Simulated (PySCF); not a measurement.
C4H3BF2O.
Cartesian coordinates in Å at the PBE0-D3(BJ)/def2-SVP level; atoms count from 1:
```xyz
11
C4H3BF2O angstrom
C     -1.7625   -0.9304   -0.3520
C     -0.8677    0.0282   -0.1690
O     -1.1273    1.4276   -0.1911
C      0.1998    1.5837    0.0675
C      0.5601    0.2686    0.1095
B      1.8335   -0.5322    0.3348
F      1.8411   -1.8555    0.2947
F      2.9865    0.0716    0.5781
H     -1.4465   -1.9730   -0.3121
H     -2.8082   -0.6842   -0.5433
H      0.6437    2.5751    0.1736
```

Level of theory: PySCF, PBE0-D3(BJ)/def2-SVP geometry optimisation, gas phase.

Masses are those of the commonest isotopes; rigid-rotor values at the optimised geometry. 

**Question.** What are A, B and C (GHz)?

**Answer.** Ia = 132.64, Ib = 344.31, Ic = 476.94 u·Å²; 505379 MHz·u·Å²/I gives 3810, 1468 and 1060 MHz, that is A = 3.8101, B = 1.4678, C = 1.0596 GHz.

**Question.** Classify the top.

**Answer.** An asymmetric top. Ray's parameter κ = (2B − A − C)/(A − C) = -0.703; −1 is the prolate and +1 the oblate limit.

**Question.** What does the inertial defect say?

**Answer.** Planar: Δ = Ic − Ia − Ib = -0.01 u·Å². For a rigid frame Δ = −2 Σ m c², so it vanishes when all atoms lie in the ab plane; here none is more than 0.01 Å from it.

**Question.** Where do the levels up to J = 2 lie, in cm⁻¹?

**Answer.** Above 0(0,0):
J = 1: 1(0,1) 0.0843, 1(1,1) 0.1624, 1(1,0) 0.1761
J = 2: 2(0,2) 0.2513, 2(1,2) 0.3174, 2(1,1) 0.3583, 2(2,1) 0.5927, 2(2,0) 0.5943

**Question.** Which types of transition are allowed, and where do some lines up to J = 5 fall?

**Answer.** The dipole components are |μa| = 1.34 D, |μb| = 0.39 D, |μc| = 0.00 D; the mirror of this Cs structure is the ab plane, so μc vanishes by symmetry (the 0.01 D computed is a residue) and there are no c-type lines. The squared components, which scale the intensities, stand as 1.00 : 0.09 (a : b). Some of the stronger lines:

```
type  branch         J(Ka,Kc)    MHz  lower level (cm⁻¹)
   a       Q  4(2,2) ← 4(2,3)    691               1.182
   a       Q  5(2,3) ← 5(2,4)   1507               1.599
   a       R  1(0,1) ← 0(0,0)   2527               0.000
   a       Q  4(1,3) ← 4(1,4)   4056               0.856
   a       R  2(0,2) ← 1(0,1)   5006               0.084
   a       R  2(1,1) ← 1(1,0)   5463               0.176
   a       Q  5(1,4) ← 5(1,5)   6022               1.238
   a       R  4(0,4) ← 3(0,3)   9658               0.498
   a       R  4(3,1) ← 3(3,0)  10219               1.271
   a       R  4(1,3) ← 3(1,2)  10817               0.631
   a       R  5(2,4) ← 4(2,3)  12529               1.182
   a       R  5(4,1) ← 4(4,0)  12747               2.203
   a       R  5(1,4) ← 4(1,3)  13404               0.991
```

**Question.** Estimate the classical rotational partition function at 25 K, 100 K and 298.15 K.

**Answer.** Point group Cs, symmetry number σ = 1; q = (√π/σ)·√((kT/h)³/(ABC)), k/h = 20836.6 MHz/K: 8660 at 25 K, 69300 at 100 K, 357000 at 298.15 K.

Not checked by PBE0-D3(BJ)/def2-SVP frequencies. Zero-point vibration and centrifugal distortion are left out. Quadrupole hyperfine structure (11B) is left out.

Time: 45 s; peak memory 0.52 GiB. Hardware: one thread, Arm Neoverse V1 (aarch64), shared host. That covers the optimisation of the geometry.
